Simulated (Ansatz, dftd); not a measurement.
Reaction: CH6AlN (SMILES [AlH2][NH]C) → CH6AlN (SMILES [NH2][AlH][CH3])
Each species at its own B3LYP-D3(BJ)/def2-TZVP minimum (Ansatz, a quantum-chemistry and plane-wave program), one conformer.

Quantity: isomerisation energy (electronic), in kcal/mol. UHF or UKS for unpaired electrons; spin-orbit terms are left out. Cores are frozen in correlated methods. Rows without X2C or -DK are non-relativistic. CBS(X,Y): correlation extrapolated as X^-3, Hartree-Fock from the larger set. A bracket is a step between two methods taken in the basis named. The functionals are non-relativistic, so their misses hold any scalar relativity. Double hybrids freeze cores in their MP2 part. '+ core + X2C': CCSD(T) terms for core correlation (cc-pwCVTZ, 1s frozen past Ne) and scalar relativity (cc-pVTZ-DK).

```csv
level,program,isomerisation energy (kcal/mol),difference against the last row
HF/cc-pV(D+d)Z,Ansatz,-15.5,5.6
HF/cc-pV(T+d)Z,Ansatz,-18.1,3.0
B3LYP-D4/def2-TZVPD,Ansatz + dftd4,-19.3,1.8
PBE0-D3(BJ)/def2-TZVPD,Ansatz + dftd3,-19.9,1.2
PBE0-D4/def2-TZVPD,Ansatz + dftd4,-19.9,1.2
CAM-B3LYP/def2-TZVPD,Ansatz,-19.5,1.6
wB97M-V/def2-TZVPD,Ansatz,-20.5,0.6
B2PLYP-D4/def2-TZVPD,Ansatz + dftd4,-19.9,1.2
MP2/cc-pV(T+d)Z,Ansatz,-20.9,0.2
"MP2/CBS(cc-pV(T+d)Z,cc-pV(Q+d)Z)",Ansatz,-21.8,-0.7
CCSD(T)/cc-pV(Q+d)Z,Ansatz,-20.5,0.6
CCSDT(Q)/cc-pV(D+d)Z,Ansatz,-15.5,5.6
"CCSD(T)/CBS(cc-pV(T+d)Z,cc-pV(Q+d)Z) + [CCSDT(Q) - CCSD(T)]/cc-pV(D+d)Z + core + X2C",Ansatz,-21.1,0.0
```
